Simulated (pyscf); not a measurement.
# Addition across a multiple bond or ene-type step: O=Ru(=O)(=O)=O (SMILES [O]=[Ru](=[O])(=[O])=[O]) + HO–SiH₃ (SMILES O[SiH3]) → O=Ru(=O)(=O)(OH)–O–SiH₃ (SMILES [O]=[Ru](=[O])(=[O])([OH])[O][SiH3])

Gas phase, singlet surface, charge 0. Bonds broken: O6–H8. Bonds formed: Ru2–O6, O5–H8. Single points on ωB97X-D3(BJ)/def2-SVP structures (PySCF, gas phase).

Transition state (Å):

```xyz
11

O     -1.2065    -0.9250     1.0933
Ru    -2.0596    -0.8951    -0.3216
O     -2.6391    -2.4345    -0.5119
O     -3.3912     0.0627    -0.1928
O     -1.1770    -0.9006    -1.8853
O     -0.9931     0.9645    -0.6812
Si    -0.1540     1.8928     0.4267
H     -0.7953     0.1349    -1.6680
H      0.3581     3.1040    -0.2738
H      0.9996     1.1406     1.0028
H     -1.0743     2.2944     1.5275
```

One imaginary mode, 1073i cm⁻¹; descent along it reached the two sides named, in the forms told below.

```csv
bond,change,reactant side (Å),saddle,product side
O6–H8,breaks,0.964,1.304,1.828
Ru2–O6,forms,2.8,2.174,1.971
O5–H8,forms,2.593,1.125,0.977
```

Electronic energies relative to the separated reactants (kcal/mol):

| level | barrier | reaction energy | reverse barrier |
|---|---|---|---|
| ωB97X-D3(BJ)/def2-TZVP | 29.2 | +20.2 | 9.0 |
| PBE/def2-TZVP | 26.3 | +19.5 | 6.8 |
| r²SCAN/def2-TZVP | 24.7 | +16.3 | 8.4 |
| B3LYP-D3(BJ)/def2-TZVP | 27.6 | +18.9 | 8.7 |
| PBE0-D3(BJ)/def2-TZVP | 27.5 | +19.3 | 8.2 |
| M06-2X/def2-TZVP | 30.2 | +21.9 | 8.3 |
| ωB97M-D3(BJ)/def2-TZVP | 31.2 | +22.8 | 8.4 |

With ωB97M-D3(BJ)/def2-TZVP energies and thermal terms (ideal gas, 1 atm, RRHO with modes under 100 cm⁻¹ raised to 100, one conformer, R ln 2 for chiral ones without a mode under 150 cm⁻¹), in kcal/mol:

```json
[
 {"T (K)": "298", "ΔH‡": "29.7", "ΔG‡": "40.7", "ΔH": "+24.4", "ΔG": "+35.8"},
 {"T (K)": "600", "ΔH‡": "30.1", "ΔG‡": "51.8", "ΔH": "+25.3", "ΔG": "+46.9"},
 {"T (K)": "900", "ΔH‡": "30.7", "ΔG‡": "62.5", "ΔH": "+26.4", "ΔG": "+57.5"},
 {"T (K)": "1200", "ΔH‡": "31.5", "ΔG‡": "72.9", "ΔH": "+27.6", "ΔG": "+67.7"}
]
```

On the reactant side the descent ends in a complex (not fully relaxed), 5.0 kcal/mol under the separated species and 34.2 kcal/mol under the saddle at ωB97X-D3(BJ)/def2-TZVP. On the product side the descent ends in a point that may be a rotor saddle (no frequency run), 1.3 kcal/mol over the lowest minimum found and 7.7 kcal/mol under the saddle at ωB97X-D3(BJ)/def2-TZVP. This is the saddle that the search found; another between the same sides may lie lower. 2 of the closed-shell references are unstable towards spin polarisation; treat their single-reference values with care. Elements past Kr carry the def2 core potentials, without spin-orbit coupling.
